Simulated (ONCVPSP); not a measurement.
# What one change does to a pseudopotential (Tm (Z = 69), ONCV)

thulium (Tm), optimised norm-conserving Vanderbilt (ONCV), made with ONCVPSP 4.0.1 (revPBE, scalar-relativistic). Core [Kr] 4d10 4f12, reference 5s2 5p6 5d1 6s2. Waves: 5s+6s: rc 1.65 bohr, ncon 4, nbas 7, qcut 5.6 1/bohr, 2 projectors; 5p: rc 2.30 bohr, ncon 3, nbas 8, qcut 6.8 1/bohr, 1 projector; 5d: rc 2.90 bohr, ncon 4, nbas 9, qcut 4.8 1/bohr, 2 projectors, debl 0.9 Ha. Local part: polynomial inside 1.30 bohr (lpopt 5, dvloc0 3 Ha). Core correction: Teter function, fcfact 4.75, rcfact 1.

All-electron outer shells of the reference configuration (revPBE, scalar-relativistic, ld1.x):

| shell | level (eV) | outermost node (bohr) | outermost maximum (bohr) |
| --- | --- | --- | --- |
| 5s | -57.66 | 0.59 | 1.08 |
| 5p | -30.39 | 0.63 | 1.24 |
| 4f | -9.55 | – | 0.49 |
| 6s | -4.45 | 1.46 | 3.17 |
| 5d | -1.93 | 0.71 | 1.85 |

Change: core correction Teter function, fcfact 4.75, rcfact 1.54.

Cutoffs: the cutoffs (Ha) at which the residual kinetic energy of the hardest occupied pseudo-wave falls to 1 and 0.1 mHa per electron; they do not see the model core or the augmentation charge, which bear on the density cutoff. Errors are all-electron minus pseudo energies relative to the spin-unpolarised reference configuration.

**Question.** Predict the effect on cutoff, ghosts and configuration errors.

**Answer.** The potential gets neither clearly harder nor softer (16 Ha and 42 Ha → 16 Ha and 42 Ha); of the 3 tests that both files solve, the error grows in 1 and shrinks in 2 by more than 15 % and 0.3 meV (median size 1.6 → 1.5 meV); neither file shows a bound ghost. A model core, the more so a compact one, raises the density cutoff, which this test does not measure.

| quantity | base | changed |
| --- | --- | --- |
| cutoff, loose | 16 Ha | 16 Ha |
| cutoff, tight | 42 Ha | 42 Ha |
| bound ghosts | none | none |
| GHOST(+) flags under 300 eV | s at 178.9 eV | s at 178.9 eV |
| tests counted as reliable (solved cleanly; for ONCVPSP, near-neutral configurations with less than one 5d electron left out) | 3 of 4 | 3 of 4 |
| error for 5s2 5p6 5d1 6s1, meV [ΔE 7.07 eV] | +1.6 | -1.3 |
| error for 5s2 5p6 5d1 6s0, meV [ΔE 19.86 eV] | +27 | +1.5 |
| error for 5s2 5p6 5d2 6s1, meV [ΔE 2.63 eV] | +1.5 | -5.7 |
| s: phases at 1.68 bohr within 0.05 rad from the reference energy up to (Ha; the scan ends near 5) | to the end of the scan | to the end of the scan |
| p: phases at 2.33 bohr within 0.05 rad from the reference energy up to (Ha; the scan ends near 5) | 0.1 | 0.1 |
| d: phases at 2.95 bohr within 0.05 rad from the reference energy up to (Ha; the scan ends near 5) | 4.0 | 4.0 |
| rms error of d²Exc/dni dnj with the model core, mHa | 3.49 | 1.74 |
